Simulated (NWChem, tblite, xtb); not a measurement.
## A ladder of methods for CH3AlClFSe (SMILES C[Se][Al]([F])[Cl])

CH3AlClFSe: 8 atoms, total charge 0, spin state singlet. SMILES: `C[Se][Al]([F])[Cl]`. Geometry: relaxed at PBE0-D4/def2-TZVP. This is one conformer, not always the lowest.

```xyz
8

C    -0.7933   -0.3539    1.1471
Se    0.8388   -1.1555    0.3978
Al    1.1158    0.2593   -1.3701
F     2.3837    0.0439   -2.3872
Cl   -0.2022    1.8309   -1.7363
H    -1.6084   -0.4160    0.4316
H    -0.6127    0.6790    1.4314
H    -1.0295   -0.9448    2.0298
```

Each level gives the dipole moment (D). The values are calculated.

```csv
level,kind,program,value (D)
GFN1-xTB,semi-empirical,tblite,3.09
GFN2-xTB,semi-empirical,tblite,2.87
IPEA1-xTB,semi-empirical,tblite,2.62
GFN0-xTB,semi-empirical,xtb,2.54
HF/STO-3G,Hartree–Fock,NWChem,0.71
HF/3-21G,Hartree–Fock,NWChem,2.26
B3LYP/6-31G* (spherical functions),global hybrid,NWChem,2.26
B3LYP/6-31G* (Cartesian functions),global hybrid,NWChem,2.27
wB97X/STO-3G,range-separated hybrid,NWChem,0.85
```

All-electron rows without a relativistic Hamiltonian named are non-relativistic. The values span 0.71 to 3.09 D. Magnitudes only. Sets without polarisation functions give poor dipoles.
